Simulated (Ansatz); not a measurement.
```yaml
crystal:
  periodic: [false, false, false]
  atoms:
    - {symbol: N, position_ang: [1.058699, 0.238529, -1.911483]}
    - {symbol: In, position_ang: [-0.116672, 0.129306, 0.145433]}
    - {symbol: N, position_ang: [0.288090, -1.037152, 1.722300]}
    - {symbol: O, position_ang: [-1.167241, 1.834602, 0.318552]}
    - {symbol: H, position_ang: [1.141244, -0.512597, -1.817530]}
    - {symbol: H, position_ang: [0.363957, 0.685066, -2.467679]}
    - {symbol: H, position_ang: [0.603140, -1.698568, 1.368650]}
    - {symbol: H, position_ang: [-0.476376, -1.355956, 2.280750]}
    - {symbol: H, position_ang: [-1.589290, 2.081435, -0.145643]}
basis:
  gaussian: {orbitals: STO-3G}
hamiltonian: {xc: {name: RPBE}}
accuracy: high
relax: {f_tol: 0.001, max_steps: 2}
output: {forces: true}
```

```sh
$ ansatz run in.yaml --threads 4 --pin off --events-out ev --progress --plain --max-ram 10444MiB
```

Output, abridged:

```
Functional definition: RPBE
927 factors; integrals over basis functions are off by at most 3.5e-9 eV
mean field evaluation 1: about -159700.7754 eV, gradient 5.7e1 eV
mean field evaluation 2: about -159640.0394 eV, gradient 1.2e2 eV
mean field evaluation 4: about -159712.8303 eV, gradient 9.8e0 eV
mean field evaluation 8: about -159713.3513 eV, gradient 3.8e-2 eV
mean field evaluation 16: about -159713.2604 eV, gradient 6.6e-5 eV
mean field -159713.26044939 eV, -5869.3540639791 hartree, gradient 1.7e-8 eV, S^2 0.000000; 0 other end points of the search recorded, 0 dependent functions left out
reference -159713.26045198 eV, -5869.3540640741 hartree; 38, 38 occupied and 9, 9 virtual orbitals, 927 factors
relax step   1: F+E_penalty+E_count = -159713.26044939 eV  Δ(F+E_penalty+E_count) = +0.000e0 eV  max|allowed force component| = 3.937e1 eV/Å  Δτ_max = 0.0000 Å  (30 SCF iters, accepted)
939 factors; integrals over basis functions are off by at most 3.5e-9 eV
mean field -159726.69606004 eV, -5869.8478135632 hartree, gradient 8.3e-8 eV, S^2 0.000000; 0 other end points of the search recorded, 0 dependent functions left out
reference -159726.69606263 eV, -5869.8478136586 hartree; 38, 38 occupied and 9, 9 virtual orbitals, 939 factors
relax step   2: F+E_penalty+E_count = -159726.69606004 eV  Δ(F+E_penalty+E_count) = -1.344e1 eV  max|allowed force component| = 5.934e0 eV/Å  Δτ_max = 0.1916 Å  (44 SCF iters, accepted)
Error: geometry relaxation did not converge after 2 steps: max|allowed force component| = 5.93e0 eV/Å (threshold 1.0e-3). Raise `relax.max_steps` over both its present limit and 2, loosen `relax.f_tol`, or start from a geometry closer to equilibrium. Where this run's directory can be resumed (`checkpoint.write`), a resume goes on for up to `relax.max_steps` more
```

Question: What is wrong with this run?

Answer: The relaxation is allowed too few steps for its threshold. The calculation stopped without meeting its thresholds.
